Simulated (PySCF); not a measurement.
An unknown is described by computed data only.

Formula: C4H5F3O2Si.

- Polarisability: 76.3 au [CAM-B3LYP/def2-SVPD]
- UV, first state: lowest singlet excitation: 6.45 eV (192 nm, f = 0.017) [TDDFT CAM-B3LYP/def2-SVPD]
- UV, strongest line: among the 10 lowest singlet transitions: S2 at 6.47 eV (192 nm, f = 0.208) [TDDFT CAM-B3LYP/def2-SVPD]
- Valence photoelectron: vertical ionisation energy: 10.00 eV [ΔSCF CAM-B3LYP/def2-SVPD]
- Triplet: lowest triplet excitation (Tamm–Dancoff): 3.99 eV [TDA CAM-B3LYP/def2-SVPD]
- Rotational structure: rotational constants A, B, C: 1.999, 0.807, 0.680 GHz [PBE0-D3(BJ)/def2-SVP]
- Dipole: 2.24 D [CAM-B3LYP/def2-SVPD]
- 13C NMR: chemical shifts (computed TMS as zero) by class: 168.5 (1 C), 130.1 (1 C), 66.8 (2 C) ppm [GIAO B97-2/pcSseg-1]

Electronic properties: PySCF, gas phase, density fitting. Levels stand in brackets. One conformer (not necessarily the lowest) at the PBE0-D3(BJ)/def2-SVP geometry, without solvent, vibrations or thermal averaging. NMR values are class means; diastereotopic atoms form classes of their own.

Question: Propose a structure and show how it fits.

Answer: Numbering: `[F:1][C:2]([F:3])=[C:4]([F:5])[SiH:6]1[O:7][CH2:8][CH2:9][O:10]1`. Its formula, C4H5F3O2Si, gives 2 degrees of unsaturation: 1 ring and 1 π bond in the structure found. 4 carbons fall into 3 classes; from least to most shielded: =CF2 carbon [C2] (168.5 ppm), vinylic C–F carbon [C4] (130.1 ppm), ring sp3 carbon bound to oxygen [C8/C9] (66.8 ppm, 2 C). The first electron is taken from the HOMO, whose largest Löwdin shares are 0.29 on the vinylic C–F carbon, 0.24 on the =CF2 carbon, 0.14 on a vinyl fluorine and 0.09 on a vinyl fluorine. The optimised geometry has point group C1 and is an asymmetric top. Structure: `FC(F)=C(F)[SiH]1OCCO1`. The assignments are read from this structure; whether some other isomer fits the data as well wasn't checked.
